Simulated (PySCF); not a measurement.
**Computed properties of BClH₂Se, SMILES ClB[SeH]**

B(Cl)(H)(SeH) (BClH₂Se), SMILES ClB[SeH]. Geometry: B3LYP-D3(BJ)/def2-TZVP. One conformer was computed; it need not be the lowest. All values are computed for the isolated molecule unless a solvent is named; none is compared with measurement here.

**Structure.** The optimised structure has Cs symmetry. All 9 harmonic modes at B3LYP-D3(BJ)/def2-TZVP (PySCF) are real, so it is a minimum. With heavy atoms numbered as in [BH:1]([Cl:2])[SeH:4], the shortest bond between them is B1–Cl2 at 1.749 Å and the longest B1–Se4 at 1.922 Å.

**Vibrations.** The strongest infrared lines (harmonic, unscaled, degenerate partners summed) lie at 1093 cm⁻¹ (181 km/mol, H 69 %, B 30 %), 851 cm⁻¹ (106 km/mol, B 53 %, H 30 %, Cl 16 %), 2683 cm⁻¹ (73 km/mol, H 91 %, B 9 %). The softest mode is at 220 cm⁻¹ and the zero-point energy is 13.9 kcal/mol.

**Electronic structure.** M06-2X/def2-TZVPD (PySCF) places the frontier levels at -8.92 and -0.68 eV, a gap of 8.24 eV, and gives a dipole moment of 0.58 D and a mean polarisability of 57.4 bohr³.

**Excitations.** TDA-CAM-B3LYP/def2-SVPD (PySCF) has S1 at 5.57 eV (223 nm, f = 0.000, dark); the most intense of the 10 singlets computed lies at 5.74 eV (f = 0.22). T1 (TDA) is at 4.37 eV, 1.20 eV under S1. No vertical singlet excitation falls in the visible range (under 3.1 eV).

**NMR.** GIAO shifts at B3LYP/pcSseg-2 (PySCF) (non-relativistic, atoms alike by connectivity averaged): ¹H from 3.7 to 7.2 ppm against TMS; ¹¹B at 64.8 ppm against BF3. Without spin–orbit terms, shifts of atoms bonded to Cl or Br come out too high.
